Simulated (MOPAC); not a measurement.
MOPAC input (AM1):

```
AM1 PRECISE GNORM=0.05 LET XYZ GEO-OK AUX(PRECISION=9) THREADS=1
C3H5Cl

C    -2.40009200 1    0.05728600 1   -0.06659200 1
C    -0.95261000 1    0.43390200 1   -0.06128400 1
C     0.02922500 1   -0.44731700 1    0.03867000 1
Cl    1.71324200 1   -0.00833100 1    0.04477500 1
H    -2.88467900 1    0.38879300 1   -0.98896900 1
H    -2.92969000 1    0.53712900 1    0.76092200 1
H    -2.53611800 1   -1.02106400 1    0.02132000 1
H    -0.70748400 1    1.48728100 1   -0.14427300 1
H    -0.12628700 1   -1.51373200 1    0.12506800 1
```

From the output:

```
                                                       MOPAC v23.2.5 Linux

          FINAL HEAT OF FORMATION =         -4.09996 KCAL/MOL =     -17.15425 KJ/MOL

          COSMO AREA              =        111.82 SQUARE ANGSTROMS
          COSMO VOLUME            =         95.52 CUBIC ANGSTROMS

          GRADIENT NORM           =          0.01418          =       0.00473 PER ATOM
          IONIZATION POTENTIAL    =          9.778569 EV
          HOMO LUMO ENERGIES (EV) =         -9.779  0.817
          NO. OF FILLED LEVELS    =         12
          MOLECULAR WEIGHT        =         76.5255         POINT GROUP:  Cs

          MOLECULAR DIMENSIONS (Angstroms)

            Atom       Atom       Distance
            H     6   Cl     4     4.67641
            H     9    H     8     2.98564
            H     5    H     6     1.77484

          SCF CALCULATIONS        =         28

   ATOM   CHEMICAL          X               Y               Z
  NUMBER   SYMBOL      (ANGSTROMS)     (ANGSTROMS)     (ANGSTROMS)

     1       C         -2.37413156  *   0.05694622  *  -0.06589581  *
     2       C         -0.94891562  *   0.44083779  *  -0.06177065  *
     3       C          0.04153317  *  -0.44883530  *   0.03911369  *
     4      Cl          1.67911432  *  -0.01266411  *   0.04426257  *
     5       H         -2.85685895  *   0.39635499  *  -1.01701936  *
     6       H         -2.90331981  *   0.54943888  *   0.78866364  *
     7       H         -2.51182519  *  -1.04850186  *   0.02428113  *
     8       H         -0.74844280  *   1.52216612  *  -0.14827027  *
     9       H         -0.10626434  *  -1.53288074  *   0.12719701  *

                             CARTESIAN COORDINATES

   1    C       -2.374131555     0.056946225    -0.065895812
   2    C       -0.948915619     0.440837785    -0.061770648
   3    C        0.041533172    -0.448835300     0.039113688
   4   Cl        1.679114322    -0.012664106     0.044262570
   5    H       -2.856858953     0.396354992    -1.017019360
   6    H       -2.903319815     0.549438877     0.788663643
   7    H       -2.511825191    -1.048501859     0.024281130
   8    H       -0.748442805     1.522166122    -0.148270270
   9    H       -0.106264336    -1.532880741     0.127197014

           Empirical Formula: C3 H5 Cl  =     9 atoms

      MOLECULAR POINT GROUP   :   Cs

                  EIGENVALUES
 -37.82536 -34.99632 -27.92763 -21.20062 -16.83191 -15.45125 -14.49713 -13.20228
 -13.10002 -12.59325 -11.58604  -9.77857   0.81698   1.61362   3.68480   4.06076
   4.31102   4.41346   4.59081   5.12604   5.30429

              NET ATOMIC CHARGES AND DIPOLE CONTRIBUTIONS

  ATOM NO.   TYPE          CHARGE      No. of ELECS.   s-Pop       p-Pop
    1          C          -0.186932        4.1869     1.21387     2.97306
    2          C          -0.157774        4.1578     1.22868     2.92909
    3          C          -0.160520        4.1605     1.24395     2.91657
    4         Cl          -0.037675        7.0377     1.98142     5.05626
    5          H           0.088721        0.9113     0.91128
    6          H           0.088721        0.9113     0.91128
    7          H           0.080280        0.9197     0.91972
    8          H           0.136391        0.8636     0.86361
    9          H           0.148788        0.8512     0.85121
 DIPOLE           X         Y         Z       TOTAL
 POINT-CHG.    -1.475    -0.136    -0.026     1.481
 HYBRID         0.028     0.011    -0.000     0.030
 SUM           -1.446    -0.126    -0.027     1.452

          ATOMIC ORBITAL ELECTRON POPULATIONS

     Atom    s        px        py        pz
    1  C   1.21387   0.93120   1.01879   1.02307
    2  C   1.22868   0.93979   0.99451   0.99479
    3  C   1.24395   0.85883   0.99507   1.06267
    4 Cl   1.98142   1.15793   1.93851   1.95982
    5  H   0.91128
    6  H   0.91128
    7  H   0.91972
    8  H   0.86361
    9  H   0.85121

 **********************
 *                    *
 * JOB ENDED NORMALLY *
 *                    *
 **********************

 == MOPAC DONE ==
```

The geometry given is a B3LYP-D3(BJ)/def2-TZVP minimum.
